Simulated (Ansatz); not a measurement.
Ansatz results at the PBE0-D4/def2-TZVP geometry: HOMO–LUMO gap (ωB97M-V/def2-TZVPP) 11.86 eV; HOMO energy (PBE0/def2-TZVPP) -7.38 eV; size of the dipole moment (B3LYP/def2-TZVPP) 1.99 D.

Each molecule was computed in one conformer, which needn't be the lowest.

**Question.** Which molecule gave them?
A. `CCC(F)S`
B. `FCCCS`
C. `C[SiH2]CBr`
D. `CCSCF`

**Answer.** A. The others give `CCSCF`: 11.86, -6.95, 1.81; `FCCCS`: 11.33, -6.95, 2.46; `C[SiH2]CBr`: 11.57, -7.70, 1.55.

B3LYP here is the variant with VWN-RPA as its local correlation; programs differ in this.
